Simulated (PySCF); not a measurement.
Species: C2H6FN2Si2 (doublet state).
Atom-mapped SMILES: `[N:1]#[C:2][Si:3]([NH2:4])[SiH2:5][CH2:6][F:7]` (hydrogens: H8, H9 on N4; H10, H11 on Si5; H12, H13 on C6)

Geometry (GFN2-xTB, Å), atoms numbered from 1 in this order:
```
atom  x, y, z in Å
N1     2.8182    1.5654   -2.4548
C2     2.1577    1.0487   -1.6670
Si3    1.1333    0.0127   -0.5147
N4     1.7433    0.4524    1.0341
Si5   -1.1437    0.1583   -0.7075
C6    -1.7557   -1.0661    0.6475
F7    -1.0628   -0.8707    1.8338
H8     2.6915    0.7513    1.1902
H9     1.3303    0.0705    1.8690
H10   -1.5495   -0.4442   -1.9844
H11   -1.9616    1.3696   -0.5258
H12   -1.5932   -2.1112    0.3745
H13   -2.8121   -0.9364    0.8873
```

The hyperfine couplings belong to this conformer and change with its torsions.

Level of theory: UKS B3LYP, pcH-1 on C F H N Si, non-relativistic, mean-field spin-orbit, GIAO in PySCF. Geometry: GFN2-xTB, one conformer, isolated molecule. A GFN2-xTB geometry isn't a minimum of the functional, and hyperfine couplings can be far from their values at a DFT geometry, by a factor of two or more for some ions and for spin on atoms past the first row. The SCF solution wasn't tested for stability.

Principal values of hyperfine tensors in MHz (contact, dipolar and spin–orbit terms together), for some of the nuclei:

| atom | isotope | A1 | A2 | A3 |
| --- | --- | --- | --- | --- |
| Si3 | 29Si | -594.45 | -408.41 | -403.83 |
| Si5 | 29Si | -147.92 | -116.91 | -112.22 |
| C2 | 13C | 17.17 | 22.31 | 30.92 |
| H8 | 1H | -27.94 | -18.57 | 1.06 |
| H9 | 1H | -25.78 | -17.61 | 2.46 |
| N4 | 14N | -1.84 | -1.64 | 30.00 |
| H10 | 1H | -9.29 | -7.63 | -2.57 |
| N1 | 14N | -1.81 | -1.48 | 10.21 |

Split each tensor into its isotropic and traceless parts, and turn a_iso into mT with g = 2.0026.

a_iso is a third of the trace, T = A − a_iso, and a(mT) = a(MHz)/(g × 13.996). The tensors hold a spin–orbit part: the run splits a_iso into a_FC + a_SO, and T includes its anisotropic share.

| atom | a_iso (MHz) | a_FC | a_SO | a_iso (mT) | T1 | T2 | T3 |
| --- | --- | --- | --- | --- | --- | --- | --- |
| Si3 | -468.90 | -469.76 | 0.87 | -16.729 | -125.55 | 60.49 | 65.06 |
| Si5 | -125.68 | -125.82 | 0.13 | -4.484 | -22.24 | 8.77 | 13.46 |
| C2 | 23.47 | 23.47 | 0.00 | 0.837 | -6.30 | -1.16 | 7.45 |
| H8 | -15.15 | -15.18 | 0.03 | -0.540 | -12.79 | -3.42 | 16.21 |
| H9 | -13.64 | -13.68 | 0.03 | -0.487 | -12.14 | -3.97 | 16.11 |
| N4 | 8.84 | 8.82 | 0.02 | 0.315 | -10.68 | -10.48 | 21.16 |
| H10 | -6.50 | -6.49 | 0.00 | -0.232 | -2.80 | -1.13 | 3.93 |
| N1 | 2.31 | 2.33 | -0.03 | 0.082 | -4.12 | -3.79 | 7.91 |

What spin density at the nucleus of C2 lies behind its contact coupling (g_N = 1.40482)?

a_FC = (2μ0/3) gₑ μB g_N μN ρ(0)/(2S·h) = 800.24 MHz × g_N × ρ(0)/(2S), with ρ in bohr⁻³. With a_FC = 23.47 MHz and 2S = 1, ρ(0) = 0.02088 bohr⁻³.

H11 (1H, g_N = 5.58569) isn't in the table. Its spin density at the nucleus is 0.01644 bohr⁻³. What is its contact coupling?

By the same relation, a_FC = 73.5 MHz. Its full tensor has the principal values 70.97, 73.23, 76.28 MHz.

Which nucleus of the table has the largest anisotropic coupling, and what is its form?

Si3: -125.6, 60.5, 65.1 MHz (the dipolar term alone has -124.7, 60.3, 64.4), nearly axial, close to the ratio +1:+1:−2, the form that spin in one p orbital centred on that nucleus gives (the nuclear moment is negative).

In a single crystal, with the field along each principal axis of the tensor of Si5 in turn, what first-order splitting does this nucleus give (isotropic g, quadrupole terms neglected)?

2 lines (I = 1/2), spaced by |A_i|/(g × 13.996): 5.28, 4.17, 4.00 mT along the axes of A1, A2 and A3.

Time: 81 s (with the writing of density and orbital grids); peak memory 0.98 GiB. Hardware: an Arm Neoverse V2 with one thread, no GPU, shared host with 96 logical CPUs at a one-minute load of 49.
